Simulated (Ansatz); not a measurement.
Ideal-gas functions of CH₃FN₂Si, SMILES `N[SiH]1N=C1F` at 600 K and 1 bar, from an Ansatz frequency run at PBE0-D4/def2-TZVP.

Molar mass 90.13 g/mol, point group C1 (symmetry number 1), electronic degeneracy 1, moments of inertia 42.56, 206.921, 220.647 u Å². Harmonic wavenumbers (cm⁻¹, unscaled): 150, 222, 290, 346, 377, 445, 642, 669, 740, 773, 909, 964, 1313, 1573, 1654, 2290, 3626, 3729.

Use S(trans) = R[1.5 ln M + 2.5 ln T − 1.1517]; rotational temperatures θ = 24.2544 K / I; S(rot) = R[ln(√π/σ · √(T³/θAθBθC)) + 1.5]; for each mode x = 1.438777 ν̃/T, S = R[x/(eˣ − 1) − ln(1 − e⁻ˣ)] and H = RT x/(eˣ − 1); 1 cm⁻¹ = 0.0119627 kJ/mol; R = 8.31446 J/(mol·K).

Problem. By hand: the entropy, in J/(mol·K).

Solution. Translation 179.5. Rotation: θ = 0.5699, 0.1172, 0.1099 K, giving 117.4. Vibration, mode by mode: 16.86, 13.65, 11.50, 10.10, 9.43, 8.16, 5.50, 5.22, 4.56, 4.28, 3.31, 2.98, 1.54, 0.93, 0.80, 0.22, 0.01, 0.01, in all 99.1. Electronic 0.0. Sum 396.0 J/(mol·K).

Problem. By hand: H − E and G − E in kJ/mol, counted from the electronic energy.

Solution. Zero-point energy ½ × 20712 × 0.0119627 = 123.9; thermal vibration 32.4; translation, rotation and pV give 4 RT = 20.0. H − E = 176.3 kJ/mol, and G − E = 176.3 − 600 × 396.0/1000 = -61.3 kJ/mol.

Vibration gives 25 % of the entropy. The sum counts one conformer and one mirror image; others add a mixing term.
